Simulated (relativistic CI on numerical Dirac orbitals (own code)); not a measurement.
# What each ingredient does to the levels of Ti⁵⁺

Base calculation: Dirac-Coulomb-Breit CI, orbitals from a KLI potential per configuration, model QED (radiative potential, 1s self-energy scaled to tabulated hydrogen-like ionisation energies), valence Slater integrals scaled by 0.85, P86 correlation energy added to each configuration.

Configurations in the expansion (outside the closed core [Ne]): 3s2 3p5, 3s 3p6, 3s2 3p4 3d, 3s 3p5 3d, 3s2 3p4 4s, 3s2 3p4 4p, 3p6 3d, 3s 3p4 3d2, 3s2 3p4 4d, 3s2 3p4 4f, 3s2 3p4 5s, 3s2 3p4 5p, 3s 3p5 4s, 3s2 3p4 5d, 3s2 3p3 3d2, 3s2 3p2 3d3, 3s 3p3 3d3, 3s2 3p2 3d2 4s, 3s2 3p2 3d2 4p, 3s2 3p2 3d2 4d. Double excitations out of closed p, d and f shells are left out; levels of such configurations are missing from the list, as are those of other unlisted configurations, and high levels can miss mixing partners. These lack a partner that the ground configuration has and come out too high: 3s2 3p4 4f, 3s2 3p4 5s, 3s2 3p4 5p, 3s 3p5 4s, 3s2 3p4 5d.

Variants: (1) self-excluded LDA correlation estimate; (2) valence Slater integrals scaled by 0.75; (3) one mean potential for all configurations; (4) non-relativistic limit. Shifts of the energy above 3s2 3p5 2P°_3/2, in cm⁻¹, for the lowest level and the first level of each name with at least 55 % of one term (blank where a level changes its place among those of its configuration and J or its character, or is not in the variant):

```tsv
Level	Base	Δ(1)	Δ(2)	Δ(3)	Δ(4)	Measured
3s2 3p5 2P°_3/2	0	0	0	0	0	0
3s2 3p5 2P°_1/2	5806	0	+12	-2	-5806	5829
3s 3p6 2S_1/2	205146	-422	+7181	-321	-7270	196628
3s2 3p4 3d 4D_7/2	272597	-380	+4087	-129	-3596	
3s2 3p4 3d 4D_5/2	272894	-380	+4067	-130	-3893	
3s2 3p4 3d 4D_3/2	273412	-380	+4078	-130	-4412	
3s2 3p4 3d 4D_1/2	273879	-380	+4104	-129	-4879	
3s2 3p4 3d 4F_9/2	293418	-380	+1379	-153	-2161	
3s2 3p4 3d 2P_1/2	295131	-383	+1459	-145	-1947	288412
3s2 3p4 3d 4F_7/2	295426	-380	+1410	-150	-4169	
3s2 3p4 3d 4F_5/2	296829	-380	+1429	-148	-5572	
3s2 3p4 3d 4F_3/2	297654	-380	+1412	-149	-6397	
3s2 3p4 3d 2P_3/2	298555	-383	+1404	-142	-5371	291890
3s2 3p4 3d 4P_1/2	303897	-383	+388	-139	-2545	301417
3s2 3p4 3d 2D_3/2	304070	-383	+436	-176		298991
3s2 3p4 3d 4P_3/2	305357	-383	+453	-138		
3s2 3p4 3d 4P_5/2	306574	-383	+374	-143	-5222	
3s2 3p4 3d 2D_5/2	307543	-383	+418	-163	-5904	302386
3s2 3p4 3d 2F_7/2	309481	-381	-456	-163	-1458	
3s2 3p4 3d 2G_9/2	313431	-380	-522	-187	-4898	
3s2 3p4 3d 2G_7/2	313926	-381	-514	-177	-5393	
3s2 3p4 3d 2F_5/2	314579	-382	-456	-145	-6555
```

At this charge configurations can still be misplaced by up to about 7 % of their energy. 27 of the 33 excited levels that our extract of the measured tables holds in this range could be paired (the sources list more); they are missed by 8991 cm⁻¹ on average and 16076 at most, and levels without a partner can miss by more.

Measured levels: Corliss and Sugar, J. Phys. Chem. Ref. Data 8, 1 (1979).

Ionisation energy from the two ground configurations alone: base 119.646 eV; self-excluded LDA correlation estimate 120.124 eV; valence Slater integrals scaled by 0.75 119.795 eV. The NIST ASD value (semi-empirical) is 119.533 eV.
